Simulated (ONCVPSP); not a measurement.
# antimony (Sb), ONCV: configuration errors across variants

- Element: Sb (Z = 51)
- Generator: ONCVPSP 4.0.1
- Type: optimised norm-conserving Vanderbilt (ONCV)
- Functional: PBE
- Relativity: scalar-relativistic
- Frozen core: [Kr] 4d10
- Valence charge: 5
- Reference configuration: 5s2 5p3
- Partial waves: 5s: rc 1.80 bohr, ncon 3, nbas 8, qcut 3.4 1/bohr, 2 projectors, debl 1.5 Ha; 5p: rc 2.50 bohr, ncon 4, nbas 8, qcut 3.3 1/bohr, 2 projectors, debl 3 Ha; d scattering state at 0.13 Ha: rc 2.55 bohr, ncon 3, nbas 8, qcut 3.6 1/bohr, 2 projectors, debl 1.4 Ha
- Local potential: polynomial inside 1.25 bohr (lpopt 5, dvloc0 -1 Ha)
- Core correction: none

All-electron excitation energies from the reference (eV): (1) 5s2 5p2 8.317; (2) 5s2 5p1 24.286; (3) 5s2 5p0 48.699; (4) 5s1 5p3 17.050.

A true bound ghost makes a file unfit for plane-wave use even where its test errors are small: the radial tests pick states by their node count and pass the ghost by.

Errors AE − PS in meV (a dash: test not solved or not reliable):

| change | (1) | (2) | (3) | (4) | bound ghosts | GHOST(+) flags above zero |
| --- | --- | --- | --- | --- | --- | --- |
| base | -6.4 | -30 | -51 | +6.9 | s | p, d |
| s: debl 0.65 | -6.4 | -30 | -51 | +7.0 | s | p, d |
| s: debl 0.8 | -6.4 | -30 | -51 | +7.0 | s | p, d |
| s: debl 1.85 | -6.4 | -30 | -50 | +6.9 | s | p, d |
| s: debl 2.8 | -6.4 | -30 | -50 | +6.9 | s | p, d |

Problem. Give the same row for: s: debl 4.

Solution. -6.4, -31, -52, +6.7; bound ghosts: s; GHOST(+) flags above zero: p, d.
